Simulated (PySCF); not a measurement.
C₃H₉ClSi, SMILES [C@@H](C)(Cl)C[SiH3].

Geometry: B3LYP-D3(BJ)/def2-SVP. The structure was generated by enumeration; whether it is a known compound was not checked. Other conformers were not sampled.

Vertical ionisation energy (IE) and electron affinity (EA) in eV. Rows of orbital energies are one-electron estimates. Where ΔSCF, EOM or ADC give a negative EA the extra electron is unbound and the value depends on the basis.

| level | IE | EA |
|---|---|---|
| −ε(HOMO), −ε(LUMO), M06-2X/def2-TZVP (PySCF) | 9.50 | -1.10 |
| −ε(HOMO), −ε(LUMO), PBE/def2-TZVP (PySCF) | 6.85 | 0.69 |
